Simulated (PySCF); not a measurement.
(Me)3Sn-NH-SiH3, C3H13NSiSn.
Structure used (PBE0-D3(BJ)/def2-SVP), in Å, numbered top down from 1:
```xyz
19
C3H13NSiSn angstrom
Sn    -0.053   -0.462    0.365
C      1.299    0.345    1.828
C      0.133   -2.593    0.169
C     -2.073    0.163    0.739
N      0.484    0.285   -1.476
Si     0.394    1.919   -2.014
H      1.280    1.443    1.785
H      2.322    0.000    1.621
H      1.012    0.025    2.841
H     -0.155   -3.088    1.108
H     -0.524   -2.956   -0.634
H      1.171   -2.868   -0.068
H     -2.419   -0.206    1.716
H     -2.129    1.261    0.737
H     -2.737   -0.226   -0.046
H      0.873   -0.403   -2.115
H     -0.163    2.724   -0.879
H     -0.501    2.123   -3.203
H      1.723    2.509   -2.390
```

Level of theory: PySCF 2.14.0, PBE0-D3(BJ)/def2-SVP geometry optimisation, gas phase, def2 core potentials past Kr.

**Question.** Which atoms are bound to Sn1, and at what distances?

**Answer.** 4 atoms: N5 2.058 Å, C4 2.147 Å, C3 2.149 Å, C2 2.149 Å. The nearest atom not counted as bound is H16, at 2.65 Å.

**Question.** List the angles at Sn1.

**Answer.** 
```json
{"angle": "C3–Sn1–C4", "degrees": "112.7", "distance of the outer atoms (Å)": "3.58"}
{"angle": "C2–Sn1–C3", "degrees": "112.3", "distance of the outer atoms (Å)": "3.57"}
{"angle": "C2–Sn1–C4", "degrees": "111.3", "distance of the outer atoms (Å)": "3.55"}
{"angle": "C2–Sn1–N5", "degrees": "108.0", "distance of the outer atoms (Å)": "3.40"}
{"angle": "C4–Sn1–N5", "degrees": "107.2", "distance of the outer atoms (Å)": "3.39"}
{"angle": "C3–Sn1–N5", "degrees": "104.8", "distance of the outer atoms (Å)": "3.33"}
```

**Question.** What is the shape at Sn1?

**Answer.** Distorted tetrahedral: angles from 104.8° to 112.7°; τ4 = (360° − α − β)/141° = 0.96 with α and β the two widest (0 for a square, 1 for a tetrahedron).

**Question.** What are the other bond lengths?

**Answer.** C2–H7 and 8 like bonds 1.100 Å; N5–Si6 1.722 Å; N5–H16 1.016 Å; Si6–H17, Si6–H18, Si6–H19 1.501 Å.

**Question.** Give some angles away from the centre.

**Answer.** Sn1–N5–Si6 127.6°.

**Question.** What are the rotational constants (commonest isotopes, rigid rotor)?

**Answer.** A = 2324, B = 995.2, C = 989.6 MHz: a near-prolate asymmetric top.

Point group: C1 (no symmetry element, even within 0.4 Å). Charge 0, singlet. Stationary, but not proved a minimum.
